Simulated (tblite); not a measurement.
C₇H₈F (doublet state).
SMILES: `C=C1[CH][C@@H](F)/C1=C/C`

All values are computed: GFN2-xTB (tblite) harmonic vibrations without scaling, gas phase. The method is semi-empirical: single wavenumbers can be off by several per cent or more. Open shells enter through the occupations alone, without spin polarisation, and single modes of such species can be off by tens of per cent.

Harmonic wavenumbers (cm⁻¹): 76.8, 94.8, 148.6, 182.9, 251.4, 299.5, 345.4, 419.5, 466.4, 520.1, 611.6, 636.9, 727.8, 766.2, 789.1, 844.5, 934.8, 946.5, 1004.0, 1012.7, 1028.7, 1084.2, 1131.5, 1142.6, 1203.2, 1262.9, 1271.8, 1316.7, 1391.4, 1400.7, 1468.5, 1476.4, 1546.5, 1775.8, 2875.4, 2996.8, 3013.6, 3045.3, 3078.5, 3116.2, 3156.6, 3158.1.

A = 2664, B = 1851, C = 1147 MHz; mass 111.061 u (most abundant isotopes); point group C1, symmetry number 1; spin multiplicity 2.

**Question.** Zero-point energy?

**Answer.** Half the sum of the wavenumbers: 27010 cm⁻¹ = 77.23 kcal/mol.

**Question.** What is S at 350 K and 1 bar for an ideal gas of classical rigid rotors and harmonic oscillators?

**Answer.** Translation 40.85, rotation 28.91, vibration 26.11, spin (R ln 2) 1.38: S = 97.2 cal/(mol K).

**Question.** And Cp and H(350 K) − H(0)?

**Answer.** Cp = 37.76 cal/(mol K), of which vibrations give 29.81 (their classical limit is 42 R = 83.5); H(350 K) − H(0) = 7.83 kcal/mol without the zero-point energy, 5.05 from vibrations.

**Question.** How do the functions run with temperature in this model?

**Answer.** 
```csv
T (K),S (cal/(mol K)),Cp (cal/(mol K)),H − H(0) (kcal/mol),G − H(0) (kcal/mol),ln q(vib)
150,73.8,20.2,2.04,-9.02,1.87
250,86.1,28.9,4.49,-17.03,3.84
298.15,91.6,33.2,5.99,-21.31,4.81
400,102.6,41.9,9.82,-31.20,6.92
600,122.2,54.9,19.58,-53.72,11.10
900,146.9,66.9,38.01,-94.21,17.10
```

q(vib) and H(0) count from the zero-point level.

**Question.** Which modes carry the vibrational entropy at 350 K?

**Answer.** 76.8 cm⁻¹: 4.29; 94.8 cm⁻¹: 3.87; 148.6 cm⁻¹: 3.00; 182.9 cm⁻¹: 2.60; 251.4 cm⁻¹: 2.01; 299.5 cm⁻¹: 1.69 cal/(mol K); the other 36 give 8.65 together.

**Question.** Blend soft modes into free rotors: weight 1/[1 + (100 cm⁻¹/ν̃)⁴] for the oscillator and the rest for a rotor with moment μB/(μ + B), μ = h/(8π²ν), B = 10⁻⁴⁴ kg m². What vibrational entropy results?

**Answer.** 24.85 cal/(mol K) in place of 26.11, which changes −T·S at 350 K by +0.44 kcal/mol.

**Question.** What must be added to the electronic energy to get the Gibbs energy at 350 K and 1 bar?

**Answer.** ZPE + [H(350 K) − H(0)] − T·S = 77.23 + 7.83 − 34.04 = 51.02 kcal/mol.

Hindered rotation and anharmonicity are outside this model. The structure is chiral; the term R ln 2 for an equal mix with its mirror image is left out.
